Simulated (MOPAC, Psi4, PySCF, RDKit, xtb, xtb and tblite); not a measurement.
Two geometries of C₃H₈OSi₂, SMILES C([SiH2]O[SiH3])C#C, singlet, relaxed at GFN2-xTB with one dihedral held; other torsions can differ between them too.

Structure A

```
14

C      3.5509    -0.4770     0.3652
C      2.4229    -0.1041     0.5161
C      1.0503     0.3099     0.6615
Si    -0.0272    -0.2618    -0.8179
O      0.5463    -1.6374    -1.4403
Si     1.5938    -2.8390    -1.7470
H      4.5479    -0.7844     0.2601
H      1.0114     1.3968     0.7576
H      0.6615    -0.1095     1.5933
H      0.0207     0.7244    -1.8971
H     -1.3826    -0.5682    -0.3624
H      1.9358    -3.4757    -0.4776
H      0.8409    -3.7290    -2.6294
H      2.7631    -2.2615    -2.4035
```

Structure B

```
14

C      3.5866    -0.2842     0.4080
C      2.4389     0.0345     0.5321
C      1.0455     0.3836     0.6419
Si    -0.0528    -0.5806    -0.6058
O      0.8302    -1.5804    -1.5137
Si     2.1019    -2.3745    -2.1352
H      4.6009    -0.5382     0.3282
H      0.9413     1.4589     0.4791
H      0.7152     0.1833     1.6640
H     -0.6900     0.3468    -1.5409
H     -1.0045    -1.4310     0.1094
H      2.7098    -3.1572    -1.0628
H      1.5071    -3.2205    -3.1694
H      3.0214    -1.3860    -2.6916
```

Problem. Which is lower in energy at the level B3LYP-D3(BJ)/def2-TZVP // GFN2-xTB in Psi4, and by how much?

Solution. A is lower, by 4.13 kJ/mol (dihedral C2–C3–Si4–O5: 30° in A, 0° in B).

E(B) − E(A) in kJ/mol at the other levels, on the same two geometries: GFN2-xTB (xtb and tblite) 1.63; MMFF94 // GFN2-xTB (RDKit) 10.13; B3LYP/def2-TZVP // GFN2-xTB (Psi4) 4.40; PBE/def2-TZVP // GFN2-xTB (Psi4) 4.11; PBE-D3(BJ)/def2-TZVP // GFN2-xTB (Psi4) 3.99; UFF // GFN2-xTB (RDKit) 17.65; AM1, restricted, heats of formation // GFN2-xTB (MOPAC) 2.42; PM7, restricted, heats of formation // GFN2-xTB (MOPAC) 2.77; GFN1-xTB // GFN2-xTB (xtb) 0.86; restricted B3LYP/6-31G*, spherical d, density fitting // GFN2-xTB (PySCF) 4.06; restricted B3LYP/LANL2DZ, with its core potentials past Ne // GFN2-xTB (PySCF) 3.07; restricted M06-2X/6-31G*, spherical d, density fitting // GFN2-xTB (PySCF) 3.37.

MMFF94 has few fitted parameters for silicon.
